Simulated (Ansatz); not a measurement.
Ga(H2S)H3 (GaH5S). The state is a singlet with charge 0. Geometry PBE0-D4/def2-TZVP, basis def2-TZVP, Ansatz.

Cartesian coordinates in Å:
```
Ga -1.077 -0.291 0.164
S 1.281 0.239 -0.783
H 1.453 1.429 -0.185
H 1.999 -0.406 0.151
H -1.822 0.755 -0.747
H -0.782 0.079 1.667
H -1.052 -1.805 -0.267
```

| run | HOMO (eV) | LUMO (eV) |
| --- | --- | --- |
| A | -7.89 | -0.45 |
| B | -7.48 | -0.84 |
| C | -10.14 | 1.34 |
| D | -6.96 | -1.18 |
| E | -9.29 | 0.58 |

HSE06 is defined as in plane-wave codes, on full-range PBE exchange.

Task: The runs used CAM-B3LYP, HSE06, PBE0, r2SCAN, ωB97M-V. Estimate which is which.

Result: A PBE0 (25 % exact exchange); B HSE06 (range-separated); C ωB97M-V (range-separated); D r2SCAN (0 % exact exchange); E CAM-B3LYP (range-separated). Exact exchange lowers occupied and raises empty levels; among semilocal functionals meta-GGAs tend to open the gap a little, and such runs are hard to tell apart. The gap grows from 5.78 eV (r2SCAN) to 11.47 eV (ωB97M-V).
